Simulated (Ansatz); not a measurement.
CH5FO3Si (`OC(O)(F)O[SiH3]`). Charge 0, multiplicity 1.

Cartesian coordinates in Å:
```
O 0.517 -1.279 -0.428
C 0.975 -0.070 0.052
O 2.083 0.393 -0.604
F 1.383 -0.245 1.341
O -0.043 0.822 -0.003
Si -1.642 0.434 0.297
H 1.233 -1.919 -0.363
H 1.786 0.775 -1.436
H -1.758 -0.402 1.514
H -2.243 -0.258 -0.867
H -2.291 1.749 0.496
```

Q: Give the diagnostics of a CCSD(T)/def2-TZVPP run (frozen core, Ansatz). (Estimate.)

A: Ansatz gave: T1 = 0.0115, largest single amplitude 0.010, largest double 0.021, (T) share of the correlation energy 3.4 %, 9 CCSD cycles. The RHF solution is stable towards an unrestricted one. T1 lies under the customary mark of 0.02 for closed shells.
